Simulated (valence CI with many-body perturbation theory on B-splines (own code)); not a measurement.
Results of a calculation; reference values are marked as such.
**Ladder of approximations for Eu14+**

Level of theory: relativistic CI+MBPT: three valence electrons over a frozen Dirac-Fock core [Kr] 4d10, a basis of 8 s, 8 p, 9 d, 9 f, 6 g, 3 h, 2 i functions for each j, with the one-electron correlation potential Σ1 (screened to all orders), the two-electron term Σ2, the three-electron term Σ3, Breit, model QED; selected single and double excitations, second order for the rest, scaled by the run's own slope (own B-spline code, finite nucleus).

No measured levels were compared; by estimate terms of the open shell hold to a few per cent of their energy, and close levels can change places; configurations with another count of f electrons can be misplaced by thousands of cm⁻¹. Core correlation moves these levels by up to 35000 cm⁻¹, and in measured spectra 5 to 20 % of such shifts remained as error; rates that hang on mixing are uncertain with them.

Each rung adds one term. CI alone is the Dirac-Coulomb CI over the frozen core; QED comes last and gives the full result, which names the levels. Energies are above 4f²5s ⁴H_7/2 on the same rung, in cm⁻¹.

Names give the largest LS component (configuration and term), which can be under half, so a name can repeat, a term be missing and a line seem to break the LS rules; names also repeat where a configuration has a term twice. Letters in brackets count levels of one name in rising energy.

| Level | CI alone | Σ1 | Σ2 | Σ3 | Breit | QED | Full |
| --- | --- | --- | --- | --- | --- | --- | --- |
| 4f³ ⁴I°_9/2 | 37637 | -6486 | -25278 | -635 | -1644 | -1176 | 2419 |
| 4f²5s ⁴H_9/2 | 2473 | +112 | +166 | +1.0 | -161 | +8.5 | 2600 |
| 4f³ ⁴I°_11/2 | 41533 | -6196 | -24987 | -623 | -2021 | -1153 | 6554 |
| 4f²5s ⁴H_11/2 | 6506 | +408 | +341 | -3.3 | -526 | +33 | 6758 |
| 4f²5s ⁴F_3/2 | 10010 | +175 | -586 | -0.8 | +42 | +8.4 | 9648 |
| 4f³ ⁴I°_13/2 | 45608 | -5921 | -24731 | -617 | -2418 | -1131 | 10789 |
| 4f²5s ⁴H_13/2 | 11014 | +702 | +521 | -7.2 | -927 | +57 | 11360 |
| 4f²5s ⁴F_5/2 | 11672 | +269 | -463 | -1.0 | -86 | +16 | 11408 |
| 4f²5s ²H_9/2 | 12825 | +230 | +692 | +15 | -291 | +5.3 | 13476 |
| 4f²5s ⁴F_7/2 | 14006 | +444 | -229 | -3.9 | -337 | +31 | 13912 |
| 4f³ ⁴I°_15/2 | 49775 | -5667 | -24510 | -619 | -2822 | -1112 | 15044 |
| 4f²5s ⁴F_9/2 | 15565 | +457 | +288 | +5.4 | -480 | +27 | 15862 |
| 4f²5s ²G_7/2 | 19251 | +465 | +948 | +5.5 | -386 | +23 | 20306 |
| 4f²5s ²H_11/2 | 20684 | +647 | +1120 | +21 | -857 | +33 | 21649 |
| 4f²5s ²F_5/2 | 22364 | +316 | +194 | +27 | -165 | +1.1 | 22738 |
| 4f³ ⁴F°_3/2 | 58822 | -6203 | -26461 | -673 | -1540 | -1166 | 22779 |
| 4f³ ²H°_9/2 [a] | 59107 | -6127 | -25193 | -988 | -1827 | -1160 | 23812 |
| 4f²5s ²G_9/2 | 22912 | +816 | +1038 | -4.4 | -753 | +54 | 24062 |
| 4f³ ⁴F°_5/2 | 61087 | -6008 | -26251 | -705 | -1797 | -1148 | 25177 |

The middle columns are the shifts that each term adds.

How does the ionisation energy move along the ladder, and which term matters most?

CI alone 276.97, + Σ1 279.14, + Σ2 280.20, + Σ3 280.14, + Breit 279.99, + QED 279.86 eV. The largest step is Σ1, 2.16 eV. NIST lists 281 ± 14 eV (theoretical).
